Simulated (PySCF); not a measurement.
# Working out the ionisation energy of W²⁺

W²⁺ [Xe] 4f14 5d4 (5D) → W³⁺ [Xe] 4f14 5d3 (4F). Calculation: PySCF 2.14, in def2-TZVPPD with the def2 core potential (60 electrons) (6s5p3d2f1g, 59 functions); scalar relativity through the core potential. Frozen: nothing. Energies in hartree (1 hartree = 27.21139 eV):

```tsv
part	W²⁺ (lower)	W³⁺ (upper)
UHF	-65.553301	-64.646274
MP2 opposite-spin	-0.150389	-0.138291
MP2 same-spin	-0.081008	-0.060776
```

Question: What does Hartree-Fock give?

Answer: (-64.646274) − (-65.553301) = 0.907027 hartree = 24.681 eV.

Question: What do MP2 and SCS-MP2 (6/5 opposite-spin, 1/3 same-spin) give?

Answer: The opposite-spin parts differ by 0.329 eV and the same-spin parts by 0.551 eV. MP2: 24.681 + (0.329) + (0.551) = 25.561 eV. SCS-MP2: 24.681 + 1.2 × (0.329) + (0.551)/3 = 25.259 eV.

Reference: 26 ± 0.4 eV (semi-empirical (NIST evaluation); NIST Atomic Spectra Database, ionization energies), between the lowest levels; spin-orbit coupling is absent from the calculation.

What remains against the reference includes basis incompleteness and correlation beyond second order.
